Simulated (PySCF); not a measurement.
# How good is the calculation?

Geometry:
```csv
atom,x (Å),y (Å),z (Å)
C1,-2.202,-0.008,-0.001
O2,-1.114,0.825,-0.320
C3,0.115,0.289,-0.120
C4,1.329,0.999,-0.339
C5,2.323,0.127,-0.026
O6,1.825,-1.052,0.368
C7,0.477,-0.957,0.311
H8,-2.205,-0.912,-0.619
H9,-2.179,-0.298,1.054
H10,-3.098,0.575,-0.201
H11,1.418,2.007,-0.682
H12,3.390,0.229,-0.039
H13,-0.083,-1.823,0.597
```

Published estimates (parent shift plus substituent increments) and measurements: δ ¹H H12 7.01; H13 6.92; H11 6.02 ppm (estimated from measurements, as parent shift plus tabulated substituent increment; solution, not stated per compound (mostly CDCl3 or CCl4); Pretsch, Buehlmann, Badertscher, Structure Determination of Organic Compounds, 4th ed. (2009)).

- GFN2-xTB structure
- shieldings: GIAO PBE0/pcSseg-1
- program: PySCF 2.14.0 with density-fitted response routines
- one averaged value for each set of equivalent atoms, no relativistic terms, one computed conformer, isolated molecule

Problem. How close does the calculation come?

Solution. 
Reference values: estimated from measurements, as parent shift plus tabulated substituent increment (solution, not stated per compound (mostly CDCl3 or CCl4); Pretsch, Buehlmann, Badertscher, Structure Determination of Organic Compounds, 4th ed. (2009)).
```
atoms  quantity  reference  computed  computed, scaled
  H12      δ ¹H       7.01      7.33              7.00
  H13      δ ¹H       6.92      7.00              6.69
  H11      δ ¹H       6.02      6.45              6.17
```

Computed shifts are σ(ref) − σ with the named reference compound (TMS for H and C) calculated as an isolated molecule at the same level. The measured values may be among those fitted. Shieldings were converted by linear fits to measured shifts (mostly CDCl3, TMS scale, for H and C): ¹H (scatter 0.17 ppm rms, 0.18 ppm with the 4 outliers that the fit left out). Occasional misses reach two or three times the rms, and more in compound classes unlike the fitted ones.

Problem. How far are the unscaled ¹H shifts from the references?

Solution. Mean signed difference +0.28 ppm, mean absolute 0.28 ppm over 3 comparisons; the largest is +0.43 ppm at H11 (hydrogen on an aromatic CH).
